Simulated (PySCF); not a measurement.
C2H6GeO. Atoms are numbered in the order given.

```xyz
10

Ge     0.3107    -0.2541    -0.3812
O      1.7269    -0.2037     0.7076
C     -1.1062     0.9205     0.2270
C     -2.2409     0.4467     0.7502
H     -0.1684    -1.7099    -0.3034
H      0.7619     0.1378    -1.8067
H      2.1785     0.6462     0.6941
H     -0.9793     2.0069     0.1360
H     -2.4197    -0.6290     0.8641
H     -3.0470     1.1068     1.0908
```
Charge 0, spin multiplicity 1.

Geometry optimised at PBE0-D3(BJ)/def2-SVP. One conformer was computed; it need not be the lowest.

Level of theory: PySCF with ωB97X/def2-TZVP.

ESP charges are fitted to the potential on shells at 1.4 to 2.0 van der Waals radii. Atomic charges (e):

```csv
atom,ESP fit,meta-Löwdin
Ge1,0.55,0.78
O2,-0.67,-0.75
C3,-0.29,-0.34
C4,-0.36,-0.21
H5,-0.05,-0.08
H6,-0.11,-0.10
H7,0.41,0.33
H8,0.17,0.12
H9,0.18,0.12
H10,0.18,0.12
```
